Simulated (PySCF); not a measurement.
## From a computed spectrum to the compound

A species of 10 atoms with charge 0 has these harmonic modes (PBE0, small Gaussian bases with core potentials, PySCF 2.14.0):

```
cm⁻¹  km/mol
  23    12.9
 108     0.0
 109     0.0
 274     0.0
 279     0.0
 282     0.0
 310     0.0
 406    12.0
 408    11.7
 525     0.5
 527     4.7
 531     1.4
 535   207.1
 536   208.8
 539   576.1
1523    28.3
1524    30.4
1528     0.1
3530     9.7
3532    11.0
3533     2.7
3612     2.8
3614     3.1
3615     3.7
```

(1) Which species is it, and in which structure?

Answers

(1) Gd(NH2)3 (singlet in the valence; each metal's 4f electrons, 7 of them, lie in its core potential, out of spins and levels):
```xyz
10

Gd   -0.0014   -0.0013   -0.0077
N     2.1968    0.0055    0.0268
H     2.8214   -0.7943    0.1382
H     2.8134    0.8152   -0.0549
N    -1.0916    1.8983   -0.1993
H    -2.1001    2.0553   -0.2038
H    -0.6773    2.8275   -0.2870
N    -1.0939   -1.8929    0.2431
H    -0.6951   -2.8247    0.3685
H    -2.1053   -2.0316    0.2620
```
Ideal gas at 298.15 K and 1 bar: S = 406.4 J/(mol K), Cp = 128.9 J/(mol K), H − H(0 K) = 25.4 kJ/mol (rigid rotor, harmonic modes, spin degeneracy alone, that of the 4f electrons in the core included; the modes under 60 cm⁻¹ make these uncertain). An lcecp potential fixes the number of 4f electrons, so in runs with it no electron can move into or out of that shell.
 The answer isn't unique; the calculation gave this one.
